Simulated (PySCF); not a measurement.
SMILES F[SiH2]O[SiH2]Cl (PBE0/def2-SVP optimised geometry):

```
9

Si    -0.608     1.455    -0.733
F      0.794     2.258    -0.639
O     -0.428    -0.008     0.000
Si     0.143    -1.554     0.000
Cl    -0.490    -2.523    -1.708
H     -0.928     1.276    -2.171
H     -1.628     2.227     0.013
H     -0.424    -2.258     1.174
H      1.628    -1.554     0.000
```

Calculation: PBE0/def2-TZVP run with PySCF 2.14.0.

Q: What are the frontier orbital energies and the dipole moment?

A: HOMO-2 -9.64 eV, HOMO-1 -9.40 eV, HOMO -9.01 eV, LUMO 0.06 eV, LUMO+1 0.28 eV; dipole moment 0.89 D.

Meta-Löwdin charges at PBE0/def2-TZVP: Si1 1.16, F2 -0.51, O3 -0.83, Si4 0.92, Cl5 -0.30, H6 -0.12, H7 -0.12, H8 -0.10, H9 -0.10.
